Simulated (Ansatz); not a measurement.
Basis-set extrapolation for C2H6AlClO2 (PBE0-D4/def2-TZVP geometry, frozen core, the Gaussian-basis code of Ansatz). Multiplicity 1, RHF reference.

|  | def2-TZVPP | def2-QZVPP |
| --- | --- | --- |
| HF | -930.652468 | -930.683346 |
| MP2 correlation | -1.091876 | -1.179496 |
| CCSD(T) correlation | -1.178335 | not run |

Energies in hartree. Use E(X) = E(∞) + A·exp(−7.88·√X) for Hartree–Fock and E(X) = E(∞) + B·X^(−2.97) for correlation, with X = 3 and 4, and add CCSD(T) minus MP2 of the smaller set to the MP2 limit.

**Question.** What is the CCSD(T) energy at the basis-set limit?

**Answer.** HF limit: -930.683346 + (-0.030878) × 0.13774 = -930.68760. MP2 limit: -1.179496 + (-0.087620) × 0.74074 = -1.24440. Higher-order term: -1.178335 − (-1.091876) = -0.08646. Total: -932.01846 hartree, 492.7 kJ/mol below CCSD(T)/def2-TZVPP.
